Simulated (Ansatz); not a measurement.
`N[SiH](N)[SiH3]` + H₂S → `N[SiH]([SiH3])S` + NH₃  (ligand exchange at the Si–N bond)

Computed with Ansatz on PBE0-D4/def2-TZVP structures; ΔE is electronic, products minus reactants. CCSD(T)/CBS adds triple-zeta CCSD(T) − MP2 to the extrapolated MP2 energy (def2 sets, frozen cores). This one scheme is used for every species. Functionals use def2-TZVPP. B3LYP here is the variant with VWN-RPA as its local correlation; programs differ in this. HSE06 is defined as in plane-wave codes. One conformer a species, not always the lowest.

```
             level  ΔE (kJ/mol)  difference from CCSD(T)/CBS
       LDA (SPW92)         -8.1                          1.7
            PBE-D4        -17.0                         -7.2
         revPBE-D4        -17.7                         -7.9
           BLYP-D4         -9.9                         -0.1
         r2SCAN-D4        -11.5                         -1.7
            B97M-V         -9.3                          0.5
           PBE0-D4        -15.2                         -5.4
          B3LYP-D4         -8.6                          1.2
        r2SCANh-D4        -11.3                         -1.5
        r2SCAN0-D4        -10.9                         -1.1
          HSE06-D4        -15.5                         -5.7
          BHLYP-D4         -6.8                          3.0
           ωB97X-V         -8.0                          1.8
           ωB97M-V         -7.8                          2.0
            B2PLYP         -6.4                          3.4
          PBE-QIDH        -11.7                         -1.9
               PBE        -15.0                         -5.2
            revPBE        -16.8                         -7.0
              BLYP         -6.2                          3.6
            r2SCAN        -11.1                         -1.3
              PBE0        -13.3                         -3.5
             B3LYP         -5.1                          4.7
           r2SCANh        -10.8                         -1.0
           r2SCAN0        -10.3                         -0.5
             HSE06        -13.5                         -3.7
         CAM-B3LYP         -0.4                          9.4
RPA@PBE/def2-TZVPP         -5.0                          4.8
       HF/def2-SVP         -1.9                          7.9
      MP2/def2-SVP         -8.3                          1.5
  CCSD(T)/def2-SVP         -6.6                          3.2
     HF/def2-TZVPP          0.1                          9.9
    MP2/def2-TZVPP        -10.4                         -0.6
SCS-MP2/def2-TZVPP         -6.7                          3.1
   CCSD/def2-TZVPP         -4.8                          5.0
CCSD(T)/def2-TZVPP         -7.1                          2.7
     HF/def2-QZVPP          1.2                         11.0
    MP2/def2-QZVPP        -11.6                         -1.8
SCS-MP2/def2-QZVPP         -7.9                          1.9
     MP2/CBS(def2)        -13.1                         -3.3
    CCSD/CBS(def2)         -7.5                          2.3
       CCSD(T)/CBS         -9.8                            0
```

Largest T1 diagnostic among the species: 0.012.

From BLYP to BHLYP (50 % exact exchange), in def2-TZVPP and without D4, ΔE moves by +3.9 kJ/mol. At CCSD(T), def2-SVP lies +3.3 kJ/mol from the extrapolated value and def2-TZVPP +2.7 kJ/mol.
